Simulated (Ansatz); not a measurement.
Mulliken charges of `Cl[B-](Cl)(Cl)[SeH2+]` from ωB97M-V/def2-TZVPP in Ansatz (PBE0-D4/def2-TZVP geometry).

| atom | x (Å) | y (Å) | z (Å) | charge (e) |
| --- | --- | --- | --- | --- |
| Cl1 | 0.937 | -1.194 | 1.699 | -0.126 |
| B2 | 0.100 | -0.917 | 0.132 | 0.029 |
| Cl3 | 1.149 | -0.957 | -1.323 | -0.127 |
| Cl4 | -1.507 | -1.703 | -0.047 | -0.126 |
| Se5 | -0.527 | 1.290 | 0.366 | 0.109 |
| H6 | 0.803 | 1.884 | 0.166 | 0.120 |
| H7 | -0.894 | 1.528 | -1.038 | 0.120 |

By hand: the dipole of these point charges (1 e Å = 4.8032 D).

Σ q r = (-0.140, 1.010, -0.101) e Å, of length 1.025 e Å = 4.92 D.

How does the dipole of the full density compare? (An estimate is asked.)

Computed: (-0.129, 0.893, -0.081) e Å, 4.35 D; the point charges give 1.13 times that, at 1° from its direction.

Point charges leave out the atoms' own dipoles, such as those of lone pairs, and Mulliken's split depends on the basis, so the close match here is no proof of good charges.
